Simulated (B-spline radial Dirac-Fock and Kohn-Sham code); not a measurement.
**How the levels of antimony move as electrons are removed**

Calculated with a radial finite-basis atomic code, using ΔSCF Dirac-Fock with Breit, self-energy and vacuum polarisation, finite nucleus, configuration average. Each ion is free and in its tabulated ground configuration. No correlation.

Reference: Sb⁴⁴⁺, [He] 2s2 2p3, with 1s 34165.3 eV. Shifts from it, in eV (a dash: the subshell is empty, belongs to an open shell averaged over j, or its hole state is left out as unreliable):

| ion | configuration | 1s |
| --- | --- | --- |
| Sb⁴⁵⁺ | [He] 2s2 2p2 | ? |
| Sb⁴⁶⁺ | [He] 2s2 2p1 | +638.3 |
| Sb⁴⁷⁺ | [He] 2s2 | +964.4 |
| Sb⁴⁸⁺ | [He] 2s1 | – |
| Sb⁴⁹⁺ | 1s2 | +1542.3 |
| Sb⁵⁰⁺ | 1s1 | +2503.0 |

Q: Give the missing shifts for Sb⁴⁵⁺.

A: 1s +316.9 (eV).
